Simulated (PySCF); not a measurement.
Coordinates in bohr (charge -1 multiplicity 3):
```
Co    0.0000    0.0000   -1.2107
S     0.0000    0.0000    2.7127
S     3.8350    0.0000   -0.2412
S    -3.8350    0.0000   -0.2412
```

These are results of PySCF, UPBE, basis Co def2-SVPD, S def2-SVPD (no relativity, density fitting), not measurements.

This geometry of [CoS3]- is a stationary point at this level.

Q: What is the point group?

A: C2v.

Q: Is it a minimum?

A: No: it has 1 imaginary mode, at 140i cm⁻¹ (b2).

Q: List the harmonic modes with their infrared intensities.

A: 
```tsv
symmetry	ω (cm⁻¹)	IR (km/mol)	type
b2	140i	–	bend
b1	118	2.0	bend
a1	163	0.0	bend
a1	358	1.2	stretch
a1	457	4.3	stretch
b2	466	82.4	stretch
```

Q: What are the dipole moment and the gap between the highest occupied and lowest empty levels of either spin?

A: 1.32 D about the centre of mass and 0.90 eV.

In C2v the vibrations span 2b2 + b1 + 3a1. Here b1 is antisymmetric to the molecular plane and b2 lies in it.

Other isomers or separated fragments may lie lower. With open d or f shells other occupations or spin states may lie lower. The lowest empty level of this anion is unbound, so it and the gap depend on the basis. At this level a quintet minimum of C2v symmetry lies 14 kJ/mol below this structure.
